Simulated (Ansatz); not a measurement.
`F[SiH](F)[SiH3]` + `O[Si](F)(F)CCl` → `F[SiH2][SiH](F)F` + `O[SiH](F)CCl`  (redistribution)

Isolated molecules relaxed with PBE0-D4/def2-TZVP in Ansatz; ΔE leaves out vibrations. CBS: MP2 limit from def2 TZ/QZ plus the TZ coupled-cluster correction, frozen cores. Functionals use def2-TZVPP. Each species was taken in one conformer, which may not be the lowest.

Problem. Is it downhill or uphill in electronic energy at CCSD(T)/CBS, and by how much? (An estimate is asked.)

Solution. Ansatz gave: Uphill: ΔE = +43.4 kJ/mol.

Problem. What do these levels give: BLYP-D4, r2SCAN0-D4, CAM-B3LYP-D4, HF/def2-TZVPP, CCSD/def2-TZVPP, CCSD/CBS(def2)? (Estimate.)

Solution. Ansatz gave: BLYP-D4 38.9, r2SCAN0-D4 49.0, CAM-B3LYP-D4 42.0, HF/def2-TZVPP 42.1, CCSD/def2-TZVPP 45.9, CCSD/CBS(def2) 43.1 kJ/mol.

Largest T1 diagnostic among the species: 0.013.

From BLYP to BHLYP (50 % exact exchange), in def2-TZVPP and without D4, ΔE moves by +5.2 kJ/mol. Leaving LDA and LC-ωPBE aside and taking each functional with its dispersion term where it has one, the values, not all of them listed here, spread over 10.4 kJ/mol, from BLYP-D4 to B97M-V. LDA lies +7.2 kJ/mol from PBE without D4.
